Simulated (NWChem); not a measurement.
# YN$_{3}$H$_{6}$; SMILES [NH2][Y]([NH2])[NH2]

```xyz
10

Y      0.0000     0.0000     0.0000
N      2.1285    -0.3143     0.0000
H      2.6229    -1.2071     0.0000
H      2.8599     0.3973     0.0000
N     -1.3365    -1.6861     0.0000
H     -1.0859    -2.6754     0.0000
H     -2.3568    -1.6679     0.0000
N     -0.7920     2.0005     0.0000
H     -1.7740     2.2781     0.0000
H     -0.2661     2.8750     0.0000
```
Atoms are numbered in this order, from 1.

Computed with NWChem. Geometry: optimised at PBE0/def2-SVP. No frequency run checked for a minimum. def2 effective core potentials on Y; no spin-orbit coupling.

Question: Taking Hartree-Fock/def2-TZVPP as the yardstick, which of these has the fewest basis functions while keeping “highest occupied level (eV)” within 0.05 eV of it: Hartree-Fock/def2-SVP; Hartree-Fock/def2-SVPD; Hartree-Fock/def2-TZVP?

Answer: Hartree-Fock/def2-TZVP.
```json
[
 {"level": "Hartree-Fock/def2-SVP", "basis functions": "103", "highest occupied level (eV)": "-9.42"},
 {"level": "Hartree-Fock/def2-SVPD", "basis functions": "142", "highest occupied level (eV)": "-9.62"},
 {"level": "Hartree-Fock/def2-TZVP", "basis functions": "169", "highest occupied level (eV)": "-9.55"},
 {"level": "Hartree-Fock/def2-TZVPP", "basis functions": "233", "highest occupied level (eV)": "-9.56"}
]
```

The yardstick is one finite set, not the basis-set limit.
